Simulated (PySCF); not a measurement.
Compound: C7H8N2.
Atom-mapped SMILES: `[H]/[N:1]=[CH:2]/[c:3]1[cH:4][cH:5][c:6]([NH2:7])[cH:8][cH:9]1`

Structure used (GFN2-xTB), in Å, numbered top down from 1:
```xyz
17
C7H8N2 angstrom
N      3.258   -0.534    0.720
C      2.523   -0.336   -0.288
C      1.092   -0.134   -0.156
C      0.478   -0.159    1.099
C     -0.877    0.034    1.223
C     -1.670    0.261    0.092
N     -3.012    0.515    0.220
C     -1.057    0.289   -1.164
C      0.301    0.095   -1.283
H      4.246   -0.660    0.516
H      2.893   -0.299   -1.325
H      1.099   -0.338    1.963
H     -1.345    0.014    2.197
H     -3.455    0.251    1.085
H     -3.581    0.428   -0.605
H     -1.662    0.467   -2.043
H      0.761    0.119   -2.261
```

NICS is the negative of the GIAO shielding at a point without a nucleus: at the ring centre (0) and 1 Å above and below it (1); zz is the component along the ring normal. Level: GIAO PBE0/pcSseg-1 (PySCF, non-relativistic, gas phase) on the GFN2-xTB geometry, one conformer.

Ring bond lengths (Å), with Mayer bond orders in brackets: C3–C4 1.398 (1.38), C4–C5 1.374 (1.50), C5–C6 1.400 (1.30), C6–C8 1.398 (1.33), C8–C9 1.377 (1.49), C9–C3 1.396 (1.35).

Task: Give the NICS values of each ring in ppm.

Result: 
```tsv
ring	type	NICS(0)	NICS(1), two faces	NICS(1)zz, two faces	rms pucker (Å)	centre to ring atoms, mean (Å)
C3–C4–C5–C6–C8–C9	6-membered carbocycle; formal bonds all aromatic	-7.2	-9.5 / -9.7	-22.6 / -22.8	0.00	1.39
```

Task: What do they say, and how far can they be read as aromaticity?

Result: 
- C3–C4–C5–C6–C8–C9: mean NICS(1)zz -22.7 ppm, shielded, aromatic by this magnetic criterion (flat ring, no four-coordinate atom).

Task: What does the geometric index give? Use HOMA with the parameters of Krygowski (1993).

Result: 
- C3–C4–C5–C6–C8–C9: HOMA 0.97 = 1 − EN − GEO, with mean bond length 1.390 Å, EN = α(Ropt − mean)² = 0.001 and GEO = α × variance = 0.029. The geometric and the magnetic index point the same way.

Task: What is the mean of the two in-plane components of NICS at the second NICS(1) probe listed for ring C3–C4–C5–C6–C8–C9, 1 Å off the ring?

Result: The isotropic value is a third of the trace: (3 × -9.7 − (-22.8))/2 = -3.1 ppm.

Task: What are the shieldings of the ring atoms and their hydrogens in the same run (means over atoms taken as equivalent)?

Result: 
```tsv
atoms	environment	σ isotropic (ppm)	principal values of the symmetric part, first atom (ppm)
C3	substituted aromatic carbon	54.6	-26.2, 19.8, 170.3
C4 (×2)	aromatic CH carbon	49.6	-56.5, 27.6, 185.3
C5 (×2)	aromatic CH carbon	71.0	-16.7, 63.4, 163.0
C6	aromatic carbon bearing nitrogen	32.3	-58.4, 3.2, 152.0
H12 (×2)	aromatic hydrogen	23.60	18.6, 23.0, 26.9
H13 (×2)	aromatic hydrogen	24.98	21.0, 25.0, 28.7
```
